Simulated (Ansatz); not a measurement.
Saddle point of GeHCl3, closed shell (GeCl₂ + HCl → GeCl₂ + HCl; bonds formed: Ge1–Cl5, Cl2–H4; bonds broken: Ge1–Cl2, H4–Cl5), PBE0-D4/def2-TZVP structure:

| atom | x (Å) | y (Å) | z (Å) |
| --- | --- | --- | --- |
| Ge1 | 0.7793 | 0.9886 | 0.0690 |
| Cl2 | 0.6626 | -1.1836 | -1.1068 |
| Cl3 | 0.9259 | 0.1939 | 2.0937 |
| H4 | -0.7328 | -0.5654 | -0.8109 |
| Cl5 | -1.6350 | 0.5664 | -0.2451 |

Energies are electronic, without zero-point energy. Barriers and step energies count from the start structure reached by relaxing down the imaginary mode; all methods use the PBE0-D4 structures, on which another method's saddle can fall below an end. Computed with Ansatz 0.2.0 (basis: def2-TZVPP, with def2-QZVPP for the basis limit); correlated methods freeze the cores. Filled d shells of the heavier atoms are correlated. The def2 sets are not built for correlating such inner shells, so the correlated values are less sure here. B3LYP uses VWN-RPA correlation. Extrapolation: Hartree–Fock as exp(−7.88 √X), correlation as X^−2.97.

```tsv
method	barrier (eV)	step energy (eV)
SPW92	-0.116	0.000
PBE-D4	0.087	0.000
BLYP-D4	0.215	0.000
r2SCAN-D4	0.163	0.000
B97M-V	0.357	0.000
PBE0-D4	0.217	0.000
B3LYP-D4	0.310	0.000
r2SCAN0-D4	0.264	0.000
BHLYP-D4	0.474	0.000
CAM-B3LYP-D4	0.378	0.000
wB97X-V	?	0.000
wB97M-V	?	0.000
B2PLYP	0.356	0.000
PBE-QIDH	0.320	0.000
RPA on PBE	0.404	0.000
HF	?	0.000
MP2	0.336	0.000
CCSD	0.531	0.000
CCSD(T)	0.431	0.000
```

(1) Fill in the withheld barriers. (Judge from chemistry; the value comes from the calculation.)

No T1 diagnostic of these runs exceeds 0.012.

Results:

(1) Computed: HF 0.874; wB97M-V 0.385; wB97X-V 0.406 eV. Each is the energy of the saddle less that of the start structure, by the same method.

For comparison, the barrier by CCSD(T) at an estimated basis limit (MP2 extrapolated from triple and quadruple zeta, plus CCSD(T) − MP2 in triple zeta) is 0.404 eV.

For scale, one of the runs: CCSD(T)/def2-TZVPP, 188 basis functions (an equivalent command: `ansatz run in.yaml --threads 4`). Time: 14 s of wall clock on 4 CPU threads; the host was shared. Peak host memory: 2 GiB.
